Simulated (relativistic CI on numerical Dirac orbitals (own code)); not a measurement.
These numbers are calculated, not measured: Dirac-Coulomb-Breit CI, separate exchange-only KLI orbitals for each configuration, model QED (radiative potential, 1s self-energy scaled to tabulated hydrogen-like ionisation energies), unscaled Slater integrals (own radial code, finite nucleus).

The strongest absorption lines from the ground level of an ion, among the configurations computed and to levels below about 786 eV (vacuum wavelength in nm, gf): 1.6215 (0.22), 1.6232 (0.45), 5.5999 (0.23), 5.6453 (2.4), 5.8714 (0.69), 6.4435 (1.5), 6.5360 (0.28), 7.4023 (0.33).

**Question.** Which ion is it?
A. Tc24+
B. Ag26+
C. Ag28+
D. Ag30+

**Answer.** C. Ag28+ has 19 electrons and the ground level 3s²3p⁶3d ²D3/2; the strongest line goes to 3s²3p⁵3d² ²D°3/2. The pattern of lines fixes the number of electrons, and along that sequence the line energies rise steadily with the charge (about as its square where n changes within one kind of shell, about linearly where n is kept but much faster in heavy ions where fine structure, which grows about as Z⁴, sets the gap, and irregularly where shells cross), which fixes Z. Configurations outside the model, such as inner-shell arrays, can give stronger lines. At this charge energies of transitions that change n are usually good to better than 1 %, and those within a shell (Δn = 0) to a few per cent.

LS names give the leading component of a level, which can be under half, so a name can repeat, a term be missing and a line seem to break the LS rules.
